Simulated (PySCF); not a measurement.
Some cells of this table were withheld.

```csv
no.,species (SMILES),atoms,electrons,dipole moment (D),HOMO energy (eV),lowest singlet excitation (eV),lowest triplet excitation (Tamm–Dancoff) (eV),electronic spatial extent ⟨r²⟩ about the centre of nuclear charge (bohr²),smallest rotational constant (GHz)
1,CCCP1C=C1C,18,62,1.67,-7.54,5.22,4.07,1083,1.191
2,C1CP(C2CC2)C1,18,62,1.31,-7.72,5.86,4.79,995,1.378
3,C/C=C\C=C/O[SiH3],17,62,0.89,-7.19,5.40,3.04,1655,?
4,C#CCC[Si@H](C)O,17,62,2.08,?,6.58,5.51,1028,1.319
5,C#C[Si@@H](S)C(C)(F)F,14,78,2.08,?,5.98,4.97,1419,0.828
```

Levels: CAM-B3LYP/def2-SVPD for dipole moment, HOMO energy and electronic spatial extent ⟨r²⟩ about the centre of nuclear charge; TDDFT CAM-B3LYP/def2-SVPD for lowest singlet excitation; TDA CAM-B3LYP/def2-SVPD for lowest triplet excitation (Tamm–Dancoff); GFN2-xTB for smallest rotational constant. Geometries: GFN2-xTB. Each SMILES stands for a single optimised conformer of the isolated species, non-relativistic unless stated. Electronic properties by PySCF.

The conformers computed, where there is a choice (atom-mapped SMILES and torsion angles):
- `[CH3:1][CH2:2][CH2:3][P:4]1[CH:5]=[C:6]1[CH3:7]`: C1–C2–C3–P4 64°, C2–C3–P4–C5 -153°
- `[CH2:1]1[CH2:2][P:3]([CH:4]2[CH2:5][CH2:6]2)[CH2:7]1`: C2–P3–C4–C5 108°
- `[CH3:1]/[CH:2]=[CH:3]\[CH:4]=[CH:5]/[O:6][SiH3:7]`: C2–C3–C4–C5 180°, C4–C5–O6–Si7 180°
- `[CH:1]#[C:2][CH2:3][CH2:4][Si@H:5]([CH3:6])[OH:7]`: C2–C3–C4–Si5 61°, C3–C4–Si5–C6 57°, H–O7–Si5–C4 39°
- `[CH:1]#[C:2][Si@@H:3]([SH:4])[C:5]([CH3:6])([F:7])[F:8]`: C2–Si3–C5–C6 -50°, H–S4–Si3–C2 151°

(1) What is the smallest rotational constant in row 3?

(2) What is the HOMO energy in row 4?

(3) Row 5: the HOMO energy?

(4) In the completed table, which rows hold the lowest and the highest T1 energy, and what is the mean?

(5) In the completed table, which rows hold the lowest and the highest S1 energy, and what is the mean?

(6) What is S1 − T1, row by row?

Results:

(1) 0.684 GHz.

(2) -9.23 eV.

(3) -9.04 eV.

(4) Row 3 the lowest (3.04 eV), row 4 the highest (5.51 eV); the mean over the 5 rows is 4.48 eV.

(5) Row 1 the lowest (5.22 eV), row 4 the highest (6.58 eV); the mean over the 5 rows is 5.81 eV.

(6) row 1: 1.15, row 2: 1.07, row 3: 2.36, row 4: 1.07, row 5: 1.01 eV.
